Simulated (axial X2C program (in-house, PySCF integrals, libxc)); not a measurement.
**Low determinants of KI⁺ at the PBE0 level, two-component**

Calculated with an axial X2C code built on PySCF integrals. Two-component (2c) means X2C with spin–orbit coupling and atomic mean-field two-electron Coulomb and Gaunt terms. Basis: I dyall-cv3z [11s12p8d4f1g], K dyall-cv3z [11s12p6d3f] (cores contracted in-house); Gaussian nuclei, density fitting, unrestricted open shells. Masses: I 126.904 u, K 38.964 u.

Search at 3.582 Å (vertical energies from the lowest determinant):

```
ΔE (eV)    state  electrons beyond evenly filled partner blocks  electrons in ±ω = 1/2, 3/2, 5/2, 7/2
   0.00  Ω = 3/2                                        ω = 3/2                             48 19 4 0
   0.24  Ω = 1/2                                        ω = 1/2                             47 20 4 0
   6.42  Ω = 5/2                           2 × ω = 1/2, ω = 3/2                             48 19 4 0
   6.50  Ω = 1/2                          2 × ω = -1/2, ω = 3/2                             48 19 4 0
   7.17  Ω = 1/2                                        ω = 1/2                             49 18 4 0
```

Lowest determinant, Ω = 3/2 (⟨Sz⟩ = 0.50, ⟨Lz⟩ = 1.00 at PBE0): Re = 3.550 Å, ωe = 84.9 cm⁻¹.

The determinant in row 2 of the search, Ω = 1/2 (⟨Sz⟩ = 0.02, ⟨Lz⟩ = 0.48 at PBE0), was followed along the bond at PBE0; measured from the minimum of the lowest determinant it gives:

Te = 0.243 eV (1962 cm⁻¹), Re = 3.656 Å, ωe = 61.1 cm⁻¹.

Q: Compare the bond of the determinant in row 2 with that of the lowest one.

A: At PBE0 its Re is 0.106 Å longer and its force constant, which goes as ωe², is 0.52 times that of the lowest determinant. T0 ≈ Te + Δωe/2 = 1962 + (-12) = 1950 cm⁻¹.

The search compares states at one distance, so a state with another bond length can lie lower; it is not exhaustive and yields mostly the lowest determinant of each block pattern, so other components and higher states of one pattern are missing. These are energies of single determinants, not of spin-adapted states; PBE0 term energies can be off by some tenths of an eV, and the functional has no current term. The lowest determinant need not be the ground state where others lie within half an eV.
